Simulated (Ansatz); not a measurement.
One change: `C[N](C)[Ti]([F])([N](C)C)[N](C)C` becomes `C[N](C)[Hf]([F])([N](C)C)[N](C)C`.

Ansatz, PBE0-D4/def2-TZVP geometries, multiplicity 1. Each molecule was computed in one conformer, which needn't be the lowest.

Elements past krypton have def2 core potentials. Scalar relativity is left out up to krypton.

```csv
property,`C[N](C)[Ti]([F])([N](C)C)[N](C)C`
HOMO energy (B3LYP/def2-TZVPP) / eV,-5.99
HOMO–LUMO gap (PBE/def2-TZVPP) / eV,3.42
size of the dipole moment (PBE/def2-TZVPP) / D,2.25
LUMO energy (PBE0/def2-TZVPP) / eV,-0.59
LUMO energy (PBE/def2-TZVPP) / eV,-1.53
HOMO–LUMO gap (ωB97M-V/def2-TZVPP) / eV,9.90
```

(1) Give the same properties after the change, and the shifts. (Best estimate.)

Results:

(1) Ansatz gave: 
| property | `C[N](C)[Hf]([F])([N](C)C)[N](C)C` | shift |
| --- | --- | --- |
| HOMO energy (B3LYP/def2-TZVPP) / eV | -5.91 | 0.08 |
| HOMO–LUMO gap (PBE/def2-TZVPP) / eV | 4.35 | 0.93 |
| size of the dipole moment (PBE/def2-TZVPP) / D | 1.86 | -0.39 |
| LUMO energy (PBE0/def2-TZVPP) / eV | 0.22 | 0.81 |
| LUMO energy (PBE/def2-TZVPP) / eV | -0.51 | 1.02 |
| HOMO–LUMO gap (ωB97M-V/def2-TZVPP) / eV | 9.81 | -0.09 |

With PBE0 the HOMO rises by 0.07 eV and the LUMO rises by 0.81 eV, so the gap widens by about 0.74 eV. PBE moves the HOMO by 0.09 eV and ωB97M-V by 0.06 eV. Dipoles are sizes alone; their direction can turn.

B3LYP here is the variant with VWN-RPA as its local correlation; programs differ in this.
